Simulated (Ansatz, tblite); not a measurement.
Cost and result up the ladder for the cluster Si₂Te (the lowest singlet isomer of a short search) (3 atoms). Total charge 0; singlet. Geometry: r2SCAN-D4/def2-TZVP.

```tsv
atom	x (Å)	y (Å)	z (Å)
Si1	0.055	0.663	-1.236
Si2	-1.145	-0.760	0.286
Te3	1.090	0.097	0.950
```

Ansatz on 2 threads of AMD EPYC 7R13 on a shared host; xTB runs through tblite on one thread. Times are rough, summed over both states, and most runs start from the orbitals of an earlier one. ωB97X-V/def2-TZVP serves as the yardstick here, not as an exact answer. The other state is a quintet at its own geometry.

In the def2 sets Te takes a core potential; there is no spin–orbit coupling. The xTB rows come from tblite. B3LYP takes the VWN-RPA correlation. HSE06 is defined as in plane-wave codes, on full-range PBE exchange. Correlated methods freeze 14 core orbitals; core or outer-core shells of Te are correlated, in sets that lack core-valence functions. The structure comes from a short search, and lower isomers may exist.

Run but left out: HF/STO-3G (singlet: restricted singlet, unstable in another Hartree–Fock run and untested here); HF/def2-TZVP, HF/def2-TZVPP (singlet: restricted singlet, unstable towards broken spin symmetry).

Correlated methods converge slowly with the basis.

xTB has no spin-polarisation term.

| level | functions | wall time | quintet − singlet (eV) | difference from ωB97X-V/def2-TZVP (eV) | remarks |
| --- | --- | --- | --- | --- | --- |
| GFN1-xTB | 27 | 0.004 s | 3.80 | 0.49 | – |
| GFN2-xTB | 27 | 0.008 s | 3.36 | 0.05 | – |
| LDA (SPW92)/def2-TZVP | 124 | 1.6 s | 3.40 | 0.09 | – |
| revPBE-D4/def2-TZVP | 124 | 2.9 s | 3.03 | -0.28 | – |
| PBE-D4/def2-TZVP | 124 | 3.1 s | 3.09 | -0.22 | – |
| B3LYP-D4/def2-TZVP | 124 | 4.2 s | 3.24 | -0.07 | – |
| MP2/def2-TZVP | 124 | 4.2 s | 3.28 | -0.03 | restricted SCF unstable (singlet) |
| HSE06-D4/def2-TZVP | 124 | 4.5 s | 3.01 | -0.30 | – |
| RPA@PBE/def2-TZVP | 124 | 5.5 s | 3.26 | -0.05 | – |
| r2SCAN-D4/def2-TZVP (with forces) | 124 | 7.2 s | 2.84 | -0.47 | – |
| PBE0-D4/def2-TZVP | 124 | 8 s | 3.01 | -0.30 | – |
| CCSD(T)/def2-TZVPP | 134 | 19 s | 3.24 | -0.07 | restricted SCF unstable (singlet) |
| ωB97X-V/def2-TZVP | 124 | 20 s | 3.31 | 0.00 | – |
